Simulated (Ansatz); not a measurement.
Program: Ansatz. Geometries: PBE0-D4/def2-TZVP. ΔE: electronic, gas phase. CCSD(T)/CBS is the MP2 limit (def2-TZVPP, def2-QZVPP) plus CCSD(T) − MP2 in def2-TZVPP, frozen cores. This one scheme is used for every species, atoms too. Functionals use def2-TZVPP. No spin–orbit coupling; open shells (•) take unrestricted orbitals. Spin–orbit coupling would lower the free atoms: a little for F. Each species was taken in one conformer, which may not be the lowest.

`O[Si](F)(F)F` → F• + `O[Si](F)F`•  (homolysis of the F–Si bond)

```
       species  r2SCAN-D4 energy (Eh)
`O[Si](F)(F)F`             -665.12224
            F•              -99.72763
  `O[Si](F)F`•             -565.13671
```

Work out ΔE.

ΔE = (-99.72763) + (-565.13671) − (-665.12224) = 0.25790 Eh = +161.8 kcal/mol. CCSD(T)/CBS gives +168.5 kcal/mol.

What do rigid-rotor, harmonic-oscillator terms from PBE0-D4/def2-TZVP frequencies (298.15 K, 1 bar) make of the CCSD(T)/CBS value? (Best estimate.)

Ansatz gave: ΔZPE = -2.6 kcal/mol, ΔH = +166.9 kcal/mol, ΔS = 146 J/(mol·K), ΔG = +156.5 kcal/mol. Open shells count their whole term as degenerate.

Largest T1 diagnostic among the species: 0.014.

From BLYP to BHLYP (50 % exact exchange), in def2-TZVPP and without D4, ΔE moves by −1.3 kcal/mol: exact exchange takes away binding that semilocal exchange gives to molecules. Leaving LDA and LC-ωPBE aside and taking each functional with its dispersion term where it has one, the values, not all of them listed here, spread over 10.2 kcal/mol, from revPBE-D4 to ωB97M-V. LDA lies +23.0 kcal/mol from PBE without D4, its usual overbinding.
